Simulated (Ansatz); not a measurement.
Ansatz results at the PBE0-D4/def2-TZVP geometry: LUMO energy (B3LYP/def2-TZVPP) 0.59 eV; LUMO energy (ωB97M-V/def2-TZVPP) 2.37 eV; HOMO–LUMO gap (ωB97M-V/def2-TZVPP) 12.66 eV.

Each molecule was computed in one conformer, which needn't be the lowest.

Q: Which molecule gave them?
A. `N[Si](O)(O)F`
B. `C=C[Si](F)(F)C=C`
C. `CC[SiH2]CC`
D. `CO[SiH2]O[SiH3]`

A: C. The others give `CO[SiH2]O[SiH3]`: -0.10, 1.79, 12.65; `N[Si](O)(O)F`: 0.14, 1.97, 12.40; `C=C[Si](F)(F)C=C`: -1.35, 0.96, 11.45.

B3LYP here is the variant with VWN-RPA as its local correlation; programs differ in this.
